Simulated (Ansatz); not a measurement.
Z-matrix (Å, degrees):
```
Si
C 1 1.871
P 1 2.507 2 122.5
B 1 1.954 2 125.5 3 -61.8
H 1 1.742 2 96.0 3 31.9
H 1 1.490 2 112.2 3 125.9
H 2 1.091 1 112.9 3 -86.9
H 2 1.092 1 109.9 3 35.4
H 2 1.094 1 108.8 3 152.7
N 3 1.668 1 99.5 2 151.0
H 4 1.202 1 118.1 2 -147.7
H 4 1.202 1 113.4 2 -2.6
H 10 1.008 3 121.0 1 41.3
H 10 1.006 3 120.5 1 -116.5
```

Total charge 0; spin multiplicity 1. The bonds changed during the relaxation, so this is another structure than the one it started from.

(1) List the PBE0/def2-TZVPP orbital energies in eV (Ansatz). (Estimate.)

## Answers

(1) Ansatz gave: Occupied: -2101.78, -1802.66, -391.75, -278.12, -182.84, -180.45, -144.98, -129.78, -129.68, -129.58, -99.73, -99.60, -99.55, -24.94, -20.00, -18.30, -14.97, -14.50, -13.09, -12.27, -11.72, -11.47, -10.03, -9.36, -8.72, -8.49, -7.77, -6.40. Lowest empty: -0.69, -0.01, 0.18, 1.06, 1.74, 2.09, 2.29, 2.33.
